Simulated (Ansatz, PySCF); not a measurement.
This PySCF input computes a r2SCAN/def2-TZVPD energy:

```python
from pyscf import gto, scf, dft

mol = gto.M(
    atom='''
    K    -0.00000000   -0.00000000   -1.34814124
    Cl    0.00000000    0.00000000    1.50674609
    ''',
    basis='def2-tzvpd',
    charge=-1,
    spin=1,
    symmetry='C2v',
    verbose=4,
)

mf = dft.UKS(mol, xc='r2scan').density_fit(auxbasis='def2-universal-jkfit')
mf.grids.level = 4
mf.conv_tol = 1e-9
mf.max_cycle = 100
mf.max_memory = 1500
mf.kernel()
if not mf.converged:
    mf = mf.newton()
    mf.kernel(mf.make_rdm1())
mf.analyze()
```

Q: Write an input for the same energy in Ansatz (a first-principles code) and say what it gives.

A: 
Ansatz 0.2 input:
```yaml
crystal:
  periodic: [false, false, false]
  atoms:
    - {symbol: K, position_ang: [-0.00000000, -0.00000000, -1.34814124]}
    - {symbol: Cl, position_ang: [0.00000000, 0.00000000, 1.50674609]}
basis:
  gaussian:
    orbitals: def2-TZVPD
hamiltonian:
  xc: {name: r2SCAN}
total_charge: -1
magnetization: {spin_polarized: true, initial_magnetization: 1}
output: {forces: true}
```
It gives -1060.17029 Eh, and PySCF -1060.17037 Eh, a difference of 0.08 mEh, from the treatment of integrals and grids.
